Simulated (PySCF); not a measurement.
**UHF on Tc (technetium, neutral)**

Configuration: [Kr] 4d5 5s2, high-spin 6S determinant. Computed with PySCF 2.14 in x2c-TZVPall (8s6p6d1f, 63 functions), with the spin-free X2C one-electron Hamiltonian (Gaussian nucleus).

```json
{"Total energy": "-4283.046492 hartree", "One-electron energy": "-5905.2032 hartree", "Hartree (Coulomb) energy": "1749.6714 hartree", "Exchange energy": "-127.5147 hartree", "⟨S²⟩": "8.7909", "⟨L²⟩": "0.000", "Sum of ⟨r⟩": "33.04 bohr", "Sum of ⟨r²⟩": "61.67 bohr²", "Langevin diamagnetic susceptibility": "-48.8 ×10⁻⁶ cm³/mol", "Time after the integrals": "0.49 s of wall time on 1 thread of Neoverse-N1 (shared host)"}
```

```csv
shell,electrons,mean orbital energy (eV),"rms radius, mean of both spins (bohr)"
1s β,1,-21158.3,0.0394
1s α,1,-21158.3,0.0394
2s α,1,-3096.2,0.162
2s β,1,-3095.0,0.162
2p α,3,-2765.3,0.144
2p β,3,-2764.2,0.144
3s α,1,-572.95,0.442
3s β,1,-572.35,0.442
3p α,3,-461.26,0.446
3p β,3,-460.55,0.446
3d α,5,-280.64,0.435
3d β,5,-278.95,0.435
4s α,1,-93.451,1.13
4s β,1,-86.253,1.13
4p α,3,-60.997,1.26
4p β,3,-51.524,1.26
4d α,5,-14.157,1.80
5s α,1,-7.617,3.85
5s β,1,-5.677,3.85
```

Densities and radii are taken from the X2C orbitals without a picture-change correction, which distorts them close to the nucleus.
